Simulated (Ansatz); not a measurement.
## Ansatz (development build ahead of 0.2.0) run

```yaml
crystal:
  periodic: [false, false, false]
  atoms:
    - { symbol: Mg, position_ang: [2.2714, 0.00266, -0.00424] }
    - { symbol: Mg, position_ang: [-0.00554, 2.25442, 8.0e-05] }
    - { symbol: Mg, position_ang: [-2.26943, -0.0072, -0.00183] }
    - { symbol: Mg, position_ang: [-0.00021, -2.272, 0.00376] }
basis:
  gaussian: { orbitals: "6-31G" }
hamiltonian:
  xc: hf
output:
  forces: true
```

The input is written out in the form of the current development build from the run's settings.

Output:

```json
{
  "Converged": "yes",
  "Total energy": "-798.33682 hartree"
}
```

Forces (eV/Å):
```json
{"atom": "Mg1", "Fx": "0.844", "Fy": "-0.008", "Fz": "-0.004"}
{"atom": "Mg2", "Fx": "-0.001", "Fy": "0.849", "Fz": "0.002"}
{"atom": "Mg3", "Fx": "-0.851", "Fy": "-0.005", "Fz": "-0.003"}
{"atom": "Mg4", "Fx": "0.008", "Fy": "-0.837", "Fz": "0.004"}
```
